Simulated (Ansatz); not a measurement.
Compare A (`C[Si](N)(O)F`) with its isomer B (`NC(F)[SiH2]O`).

Program: Ansatz. Geometries: PBE0-D4/def2-TZVP. ΔE: electronic, gas phase. CCSD(T)/CBS is the MP2 limit (def2-TZVPP, def2-QZVPP) plus CCSD(T) − MP2 in def2-TZVPP, frozen cores. Functionals use def2-TZVPP. B3LYP here is the variant with VWN-RPA as its local correlation; programs differ in this. Each species was taken in one conformer, which may not be the lowest.

Problem. Which is lower in electronic energy at CCSD(T)/CBS, and by how much? (Best estimate.)

Solution. Ansatz gave: A, by 94.1 kcal/mol.

Problem. Give E(B) − E(A) in kcal/mol with B2PLYP, ωB97M-V, MP2/def2-TZVPP, CCSD/def2-TZVPP, CCSD(T)/def2-TZVPP, B3LYP, r2SCAN-D4. (An estimate is asked.)

Solution. Computed: B2PLYP 92.2, ωB97M-V 92.0, MP2/def2-TZVPP 96.1, CCSD/def2-TZVPP 93.5, CCSD(T)/def2-TZVPP 92.7, B3LYP 89.5, r2SCAN-D4 92.1. None reverses the order clearly.

Largest T1 diagnostic: 0.012.

From PBE to PBE0 (25 % exact exchange), in def2-TZVPP and without D4, E(B) − E(A) moves by +3.9 kcal/mol.
